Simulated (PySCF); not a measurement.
CdCl2, SMILES [Cl][Cd][Cl].

The structure is a stationary point at PBE-D3(BJ)/def2-TZVP. The isomer is the one that the SMILES or the coordinates give; other isomers of the formula were not compared. The def2 effective core potentials stand for the cores of Cd; spin–orbit coupling is left out.

Level of theory: PBE-D3(BJ)/def2-TZVP (PySCF).

Frequencies are harmonic and unscaled.

Modes within 1.5 cm⁻¹ of each other (mostly degenerate sets) share a row, with their intensities summed.

```csv
mode,ν (cm⁻¹),IR (km/mol),moving atoms (share of kinetic energy)
1–2,86,18.1,"Cl 61 %, Cd 39 %"
3,317,0.0,Cl 100 %
4,409,58.2,"Cl 61 %, Cd 39 %"
```
